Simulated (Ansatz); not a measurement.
`C=C[SiH2]BF` + `[OH][InH][F]` → `C=C[O][InH][F]` + `FB[SiH3]`  (substitution at a C–Si bond)

Computed with Ansatz on PBE0-D4/def2-TZVP structures; ΔE is electronic, products minus reactants. CBS: MP2 limit from def2 TZ/QZ plus the TZ coupled-cluster correction, frozen cores. def2 core potentials past Kr. For In outer-core shells are correlated without core-valence functions, which leaves a few kJ/mol of doubt a bond. Each species was taken in one conformer, which may not be the lowest.

```tsv
level	ΔE (kJ/mol)
HF/def2-QZVPP	37.3
MP2/CBS(def2)	56.7
```

Task: What does CCSD(T)/CBS give? (Estimate.)

Result: Ansatz gave: +51.0 kJ/mol. The listed levels differ from it by -13.7, 5.7 kJ/mol.

Largest T1 diagnostic among the species: 0.017.

In def2-TZVPP, CCSD(T) changes the Hartree–Fock value by +9.2 kJ/mol (the triples alone add −0.4 kJ/mol) and MP2 by +14.9 kJ/mol. From PBE to PBE0 (25 % exact exchange), in def2-TZVPP and without D4, ΔE moves by +3.1 kJ/mol.

CCSD(T)/CBS has its own doubt, a few kJ/mol and more with outer-core shells, so smaller differences from it don't rank the levels.
